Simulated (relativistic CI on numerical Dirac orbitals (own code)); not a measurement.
# Crystal-field levels of Rh²⁺, 4d7

Calculated by Dirac-Coulomb-Breit CI, separate exchange-only KLI orbitals for each configuration, model QED, valence Slater integrals scaled by 0.9, one configuration in a parametric crystal field (own radial code). With so little scaling, terms lie 10 to 35 % too far apart, which can change the order of excited levels.

Field parameters in Wybourne normalisation: D3d B²₀ = −7Dσ, B⁴₀ = −14Dq − 21Dτ, B⁴₃ = −14√(10/7) Dq; D4h B²₀ = −7Ds, B⁴₀ = 21(Dq − Dt), B⁴₄ = 21√(5/14) Dq; Td as Oh with Dq negative (B⁴₀ = 21Dq, B⁴₄ = √(5/14) B⁴₀). The field is a parameter set, without covalency.

S and J are read from ⟨S²⟩ = S(S + 1) and ⟨J²⟩ = J(J + 1) of each level; they are not fictitious spins.

Td, 10Dq = -6650 cm⁻¹, the lowest 10 levels:

| E (cm⁻¹) | Degeneracy | Irrep | S | J |
| --- | --- | --- | --- | --- |
| 0.0 | 4 | Γ8 | 1.49 | 3.89 |
| 6027 | 4 | Γ8 | 1.47 | 4.16 |
| 6552 | 2 | Γ6 | 1.49 | 3.88 |
| 7204 | 4 | Γ8 | 1.49 | 3.28 |
| 7495 | 2 | Γ7 | 1.50 | 3.28 |
| 10114 | 2 | Γ6 | 1.47 | 4.05 |
| 11164 | 4 | Γ8 | 1.47 | 3.36 |
| 12193 | 2 | Γ7 | 1.47 | 2.75 |
| 12585 | 4 | Γ8 | 1.48 | 2.30 |
| 15107 | 4 | Γ8 | 0.56 | 4.41 |

D4h, 10Dq = 28350, Ds = -590, Dt = 0 cm⁻¹, the lowest 16 levels:

```
E (cm⁻¹)  Degeneracy  Irrep     S     J
     0.0           2     Γ7  0.52  3.97
    2271           2     Γ6  0.53  3.97
   12412           2     Γ6  1.50  4.07
   12921           2     Γ6  1.50  3.72
   13390           2     Γ7  1.49  3.56
   14258           2     Γ7  1.49  2.98
   15297           2     Γ7  1.50  3.11
   15541           2     Γ6  1.49  3.14
   26245           2     Γ7  0.51  4.53
   26487           2     Γ6  0.51  4.53
   27306           2     Γ7  0.52  3.91
   28029           2     Γ6  0.52  4.19
   28515           2     Γ7  0.52  3.70
   28753           2     Γ6  0.51  4.48
   31871           2     Γ7  0.52  2.87
   32620           2     Γ6  0.52  2.84
```

Principal g values of the ground doublet: 2.10, 2.10, 2.34.

D3d, 10Dq = 16600, Dσ = -310, Dτ = 450 cm⁻¹, the lowest 10 levels:

| E (cm⁻¹) | Degeneracy | Irrep | S | J |
| --- | --- | --- | --- | --- |
| 0.0 | 2 | Γ4 | 0.77 | 3.86 |
| 312 | 2 | Γ5+Γ6 | 0.72 | 3.91 |
| 1639 | 2 | Γ4 | 1.50 | 4.11 |
| 2380 | 2 | Γ4 | 1.45 | 3.81 |
| 3071 | 2 | Γ5+Γ6 | 1.42 | 3.63 |
| 3973 | 2 | Γ4 | 1.41 | 3.10 |
| 6167 | 2 | Γ4 | 1.48 | 3.23 |
| 6203 | 2 | Γ5+Γ6 | 1.44 | 3.41 |
| 15849 | 2 | Γ5+Γ6 | 0.59 | 4.40 |
| 16267 | 2 | Γ4 | 0.66 | 4.04 |

Principal g values of the ground doublet: 0.06, 0.06, 2.39.

The free-ion ground term has S = 3/2. The field overcomes the spin-pairing energy for D4h, 10Dq = 28350, Ds = -590, Dt = 0 cm⁻¹; D3d, 10Dq = 16600, Dσ = -310, Dτ = 450 cm⁻¹, where the ground state has lower spin; these fields are assumed values.

Levels of this model without a field, named by their leading LS term: 4F_9/2 0, 4F_7/2 2012, 4F_5/2 3316, 4F_3/2 4148, 4P_3/2 13397, 4P_5/2 13433, 2G_9/2 13860, 4P_1/2 14760 cm⁻¹.
